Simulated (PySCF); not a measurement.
# MNa cations for M along group 15

r²SCAN with double-zeta basis sets in PySCF, for the lowest determinant that a PBE0 search found; no spin–orbit coupling. De refers to high-spin ground-configuration atoms (the charge goes to the atom of lower measured ionisation energy or higher electron affinity, which is not always the lowest computed limit). A positive dipole points towards Na; it is taken about the centre of mass and depends on that origin.

```json
{"M": "N", "basis": "def2-SVP", "charged atom": "Na+", "state (unpaired electrons)": "quartet (σ ↑, π ↑↑)", "Re (Å)": "2.674", "ωe (cm⁻¹)": "142", "De (eV)": "0.16", "μ (D)": "4.19"}
{"M": "P", "basis": "def2-SVP", "charged atom": "Na+", "state (unpaired electrons)": "quartet (σ ↑, π ↑↑)", "Re (Å)": "3.139", "ωe (cm⁻¹)": "117", "De (eV)": "0.25", "μ (D)": "7.06"}
{"M": "As", "basis": "def2-SVP", "charged atom": "Na+", "state (unpaired electrons)": "quartet (σ ↑, π ↑↑)", "Re (Å)": "3.217", "ωe (cm⁻¹)": "101", "De (eV)": "0.26", "μ (D)": "9.95"}
{"M": "Sb", "basis": "cc-pVDZ/cc-pVDZ-PP", "charged atom": "Na+", "state (unpaired electrons)": "quartet (σ ↑, π ↑↑)", "Re (Å)": "3.373", "ωe (cm⁻¹)": "101", "De (eV)": "0.31", "μ (D)": "10.96"}
{"M": "Bi", "basis": "def2-SVP", "charged atom": "Na+", "state (unpaired electrons)": "quartet (σ ↑, π ↑↑)", "Re (Å)": "3.458", "ωe (cm⁻¹)": "92.2", "De (eV)": "n/a", "μ (D)": "12.14"}
```

The shortest bond is that of NaN⁺ (2.674 Å), the longest that of NaBi⁺ (3.458 Å).

The rows differ in basis set, which adds steps of its own.

Down a group the atoms grow and get heavier, so bonds lengthen and wavenumbers fall; this series shows no clear exception.

Weak bonds: NaAs⁺, NaN⁺, NaP⁺, NaSb⁺. Basis-set superposition, not corrected here, can be much of De in a small basis, most of all at correlated wavefunction levels. Spin–orbit coupling is left out, which matters for elements this heavy, above all for dissociation energies. For an ion De counts to the pair picked by the measured ionisation energies or electron affinities, which need not be the lowest pair at this level. States were picked by a PBE0 search and need not be the measured ground states.
